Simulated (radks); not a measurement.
Correlation energies from several functionals, in hartree. Species: Hg [Hg]; Mn [Ar] 3d5 4s2; In+ [Kr] 4d10 5s2; O4+ [He] 2s2. Calculated with a radial shooting solver on a logarithmic mesh with Libxc functionals: non-relativistic Kohn-Sham, exchange-only LDA, spin-polarised, spherical densities, point nucleus. Every spin shell is full or empty, so the densities are truly spherical. Functionals are evaluated on that one density, not self-consistently.

functional,Hg,Mn,In+,O4+
PW92,-8.3188,-2.0491,-4.6129,-0.30716
VWN5,-8.3525,-2.0591,-4.6330,-0.30858
PW91,-5.2536,-1.1342,-2.7726,-0.11662
AM05,-7.8373,-1.8764,-4.2951,-0.26947
OP (B88),-4.2538,-1.0345,-2.3787,-0.13379
revTPSS,-4.9400,-1.0650,-2.5994,-0.10708
B95,-6.0705,-1.2305,-3.1283,-0.13175
Tao-Mo,-4.7892,-0.97918,-2.4785,-0.079010
